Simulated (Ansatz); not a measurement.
CH3Cl2FSi, SMILES `FC([SiH3])(Cl)Cl`, 8 atoms. Charge 0, multiplicity 1. All runs use 4 threads of an Arm Neoverse V1 on a shared host. Correlated methods freeze the cores.

**Question.** How many basis functions does each run have, and how long does it take in Ansatz? RKS ωB97M-V/def2-SVP energy; RKS BHLYP-D4/def2-TZVPP energy; RKS PBE0-D4/def2-TZVP frequencies; RKS ωB97M-V/def2-TZVPP energy and forces; RKS ωB97M-V/def2-QZVPP energy; RHF-MP2/def2-QZVPP energy; RHF-CCSD(T)/def2-SVP energy; direct RPA on PBE orbitals/def2-TZVPP energy; RKS r2SCAN0-D4/def2-TZVPP energy; RKS PBE0-D4/def2-SVP energy; RKS B2PLYP (frozen core)/def2-TZVPP energy; RKS PBE0-D4/def2-QZVPP energy. (An estimate is asked.)

**Answer.** The calculation gave: Other jobs shared the machine, so times are rough.

| level | job | functions | wall time | peak host memory (GiB) |
| --- | --- | --- | --- | --- |
| RKS PBE0-D4/def2-SVP | energy | 97 | 1.1 s | 0.43 |
| RHF-CCSD(T)/def2-SVP | energy | 97 | 2.8 s | 0.43 |
| RKS BHLYP-D4/def2-TZVPP | energy | 230 | 2.9 s | 0.66 |
| direct RPA on PBE orbitals/def2-TZVPP | energy | 230 | 3.8 s | 0.49 |
| RKS ωB97M-V/def2-SVP | energy | 97 | 4.3 s | 0.43 |
| RKS B2PLYP (frozen core)/def2-TZVPP | energy | 230 | 4.6 s | 0.58 |
| RKS r2SCAN0-D4/def2-TZVPP | energy | 230 | 4.9 s | 0.66 |
| RKS PBE0-D4/def2-QZVPP | energy | 414 | 8 s | 1.6 |
| RKS ωB97M-V/def2-TZVPP | energy and forces | 230 | 11 s | 0.87 |
| RHF-MP2/def2-QZVPP | energy | 414 | 15 s | 2.1 |
| RKS ωB97M-V/def2-QZVPP | energy | 414 | 17 s | 1.9 |
| RKS PBE0-D4/def2-TZVP | frequencies | 191 | 100 s | 0.55 |
